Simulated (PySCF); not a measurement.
A geometry optimisation on SeMe2, `C[Se]C`.

Computed with PBE0-D3(BJ)/def2-SVP geometry optimisation, gas phase (PySCF 2.14.0). Start geometry: GFN2-xTB. The input is one job of a driver script: a line of settings, then coordinates in Å.

Input:
```
{"job": {"xc": "PBE0", "basis": "def2-SVP", "d3": "d3bj", "grid": 1, "maxiter": 30, "shake": 0.03, "kind": "geom"}, "charge": 0, "multiplicity": 1}
Se     0.061060    -0.077570    -1.289320
C      1.443240    -0.028560    -0.012530
H      1.335310    -0.925180     0.570100
H      1.488740     0.876110     0.612470
H      2.385560    -0.023280    -0.592280
C     -1.472100     0.029810    -0.013190
H     -1.370550     0.914850     0.594100
H     -1.340380    -0.850770     0.609940
H     -2.398150     0.015160    -0.504950
```

What does the run print?

```
step   0  E = -2480.63122614  max force = 0.050702
step   1  E = -2480.63856695  max force = 0.006828
step   2  E = -2480.63897198  max force = 0.001796
step   3  E = -2480.63900144  max force = 0.000226
step   4  E = -2480.63900280  max force = 0.000095
optimisation converged
```

Energies in Eh; «max force» is the largest Cartesian gradient component in Eh/bohr.

Give the first gradient maximum in eV/Å.

With 1 Eh/bohr = 51.422 eV/Å, 2.607 eV/Å.

How much energy does the optimisation release, in kcal/mol?

E(step 0) − E(last step) = 0.007777 Eh, which is 4.9 kcal/mol.

Main results: final energy -2480.63900 Eh after 4 steps; dipole 1.45 D.

Give the final coordinates.

0.060 Å rms from the input after alignment:
```
atom  x, y, z in Å
Se1    0.0035   -0.0261   -1.2995
C2     1.4665   -0.0332   -0.0254
H3     1.4251   -0.9276    0.6121
H4     1.4462    0.8732    0.5960
H5     2.4008   -0.0495   -0.6030
C6    -1.4370    0.0173   -0.0003
H7    -1.3812    0.9269    0.6141
H8    -1.4102   -0.8738    0.6426
H9    -2.3809    0.0236   -0.5621
```

Estimate the wall time. Hardware: one thread of an Arm Neoverse V1 (shared host). And the peak memory of the process?

About 12 s, with 0.34 GiB resident at the peak, the Python interpreter and its libraries included.
Labels such as C1 count atoms from 1, the log's own numbers from 0.
